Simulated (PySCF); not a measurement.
Isomers of C6H15NOSi. Level of theory: PBE0-D3(BJ)/def2-SVP geometry optimisation, gas phase (PySCF 2.14.0). Energies are electronic, without zero-point or thermal terms, for one conformer each. No frequencies were run at this level. Point groups hold within 0.08 Å.

Task: Order them by energy at this level, lowest first, and give relative energies in kcal/mol.
A. `[CH3:1][CH2:2][O:3][SiH2:4][N:5]1[CH2:6][CH2:7][CH2:8][CH2:9]1` with C1–C2–O3–Si4 -89°, C2–O3–Si4–N5 59°, O3–Si4–N5–C6 -100°, Si4–N5–C6–C7 -164°, N5–C6–C7–C8 -37°, C6–C7–C8–C9 39°, C7–C8–C9–N5 -27°
B. `[CH3:1][C:2](=[O:3])[NH:4][SiH2:5][C:6]([CH3:7])([CH3:8])[CH3:9]` with C1–C2–N4–Si5 180°, C2–N4–Si5–C6 180°

Result: B (0.0), A (2.7).

As drawn, the lower has a C=O bond, an N–H bond and a C(=O)–N unit, which the higher lacks; the higher has an Si–O bond, which the lower lacks.

```json
{"SMILES": "CC(=O)N[SiH2]C(C)(C)C", "E (Eh)": "-656.29939", "E rel (kcal/mol)": "0.0", "dipole (D)": "3.87", "point group": "near Cs", "A, B, C (MHz)": "2778, 681.0, 629.1"}
{"SMILES": "CCO[SiH2]N1CCCC1", "E (Eh)": "-656.29514", "E rel (kcal/mol)": "2.7", "dipole (D)": "2.13", "point group": "C1", "A, B, C (MHz)": "2211, 860.4, 759.1"}
```
